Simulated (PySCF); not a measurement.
# Correlation energy of Pt⁺ (platinum, charge +1)

[Xe] 4f14 5d8 6p1, one real determinant (an excited configuration). Calculation: PySCF 2.14, in def2-QZVPPD with the def2 core potential (60 electrons) (7s5p4d4f2g, 88 functions); scalar relativity through the core potential. Frozen: 5s2 5p6; 9 electrons correlated.

| level | correlation energy (mhartree) |
| --- | --- |
| CCSD | -230.22 |
| (T) | -10.05 |
| CCSD(T) | -240.27 |

Diagnostics: T1 = 0.015, D1 = 0.0542, largest double amplitude 0.052.

The real determinant used has ⟨L²⟩ near 14 against 20 for a pure G term, so it mixes terms. Spin-orbit coupling, absent here, splits the open shell strongly.

Cost of the coupled-cluster step: of the order of 19 core-seconds, for 9 correlated electrons.

The reference is one real determinant that mixes LS terms of this configuration.
